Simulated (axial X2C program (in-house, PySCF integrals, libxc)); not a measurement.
**Which molecule has these constants?**

Calculated with an in-house all-electron X2C program for linear molecules (integrals from PySCF), spin-free (one-electron X2C) or two-component (2c: spin–orbit coupling with atomic mean-field Coulomb and Gaunt terms, which also bring small scalar terms), in Dyall basis sets with cores contracted in-house; open shells are unrestricted.

A two-component PBE0 calculation in a Dyall 3-zeta basis gave Re = 3.260 Å, ωe = 165.9 cm⁻¹, De = 1.81 eV, dipole magnitude 9.99 D, Ω = 3/2.

Task: Which molecule is it?
A. CsSi
B. CsGe
C. CsC

Result: A. The others have CsC 2.707 Å and 311.2 cm⁻¹ (Ω = 3/2); CsGe 3.294 Å and 112.8 cm⁻¹ (Ω = 3/2).

Each entry is the lowest single determinant of a limited PBE0 search at one distance. De goes to single-determinant-based atoms at the same level (for ions the charge split of lowest energy) and is withheld (n/a) where an atom does not fit its ground term or J level. Main or longest-lived isotopes. One determinant is a doubtful description, or other states lie close, for CsSi, CsC, CsGe; these need not be ground states, and all values refer to the states named. With several unpaired electrons the Ω given is that of one determinant, not necessarily of the lowest component. Some light 2c atoms are not at their ground J level, so De misses part of their lowering (0.04 eV or less). The functionals have no current term, which raises determinants with orbital currents.
